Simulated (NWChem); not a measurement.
System: BI₂Cl; SMILES ClB(I)I

Computed with NWChem. All runs use the structure optimised with PBE0/def2-SVP. def2 effective core potentials on I; no spin-orbit coupling. Level M06-L/def2-SVP: energy and gradient on several grids; changes count from the extra-fine grid, which is no exact limit either.

```json
[
 {"grid": "xcoarse", "size of the energy change (μHa)": "300", "largest change of a gradient component (μHa/bohr)": "3000"},
 {"grid": "coarse", "size of the energy change (μHa)": "100", "largest change of a gradient component (μHa/bohr)": "1000"},
 {"grid": "medium", "size of the energy change (μHa)": "< 10", "largest change of a gradient component (μHa/bohr)": "100"},
 {"grid": "fine", "size of the energy change (μHa)": "< 10", "largest change of a gradient component (μHa/bohr)": "< 30"},
 {"grid": "xfine", "size of the energy change (μHa)": "< 10", "largest change of a gradient component (μHa/bohr)": "< 30"}
]
```
